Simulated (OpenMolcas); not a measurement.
## Computed transition rates of F III

```json
{"Program": "OpenMolcas 26.06", "Method": "SS-CASPT2, IPEA 0.25 Eh, imaginary shift 0.1 Eh (closed shells correlated: 1s)", "Basis": "ANO-R3 [4s4p2d1f]", "Scalar Hamiltonian": "X2C, finite nucleus", "Active space": "5 electrons in 4 orbitals (2s 2p)", "State averaging": "2S+1 = 4 odd, 1 root; 2S+1 = 2 odd, 8 roots; 2S+1 = 4 even, 3 roots; 2S+1 = 2 even, 9 roots", "Spin-orbit coupling": "state interaction with AMFI integrals over the reference wave functions, term energies averaged over their components"}
```

Rates come from the transition moments of the reference wave functions (E1 and E2 in the length form). At fixed line strength A goes as λ^-3 for E1 and M1 and as λ^-5 for E2, so a rate at the computed wavelength can be rescaled to the measured one. Measured vacuum wavelengths follow from level energies in Moore, Atomic Energy Levels, vol. I, NSRDS-NBS 35 (1971 reprint of NBS Circular 467, 1949). Branching counts decays inside the model space alone, at computed energies, and the table is only a selection of the E1 lines, drawn from those between levels with measured partners whose computed energy lies within a factor of 1.5 of the measured one.

```csv
Upper,Lower,Type,λ computed (nm),λ measured (nm),A computed (s-1),A rescaled (s-1),Branching %
2s 2p⁴ ⁴P_1/2,2s² 2p³ ⁴S°_3/2,E1,65.42,65.61,1.94e+09,1.92e+09,100.0
2s 2p⁴ ⁴P_3/2,2s² 2p³ ⁴S°_3/2,E1,65.5,65.69,1.93e+09,1.91e+09,100.0
2s 2p⁴ ⁴P_5/2,2s² 2p³ ⁴S°_3/2,E1,65.63,65.83,1.92e+09,1.90e+09,100.0
```

The largest correction is for 2s 2p⁴ ⁴P_5/2 → 2s² 2p³ ⁴S°_3/2 (E1): 1.92e+09 × (65.63 / 65.83)^3 = 1.90e+09 s-1, a factor of 0.99.

The computed rate and branching of 2s 2p⁴ ⁴P_1/2 → 2s² 2p³ ⁴S°_3/2 give the upper level a radiative lifetime of 1.000 / 1.94e+09 s-1 = 5.15e-10 s, counting decays inside the model space alone. The rescaled rate gives about 5.2e-10 s.

No measured rate stands beside these. Rescaling mends the energy factor alone: line strengths can still be far off where a level mixes with configurations outside the active space, and weak or spin-changing lines hang on small mixing coefficients that depend on the term gaps too, so rescaling need not improve them.

Computed and measured levels are paired by configuration, term and J; levels that our copy of the source lacks, or whose pairing is in doubt (as where it misses far off the trend of its configuration), stay unpaired. Levels of configurations outside the active space are missing.

° marks odd parity.
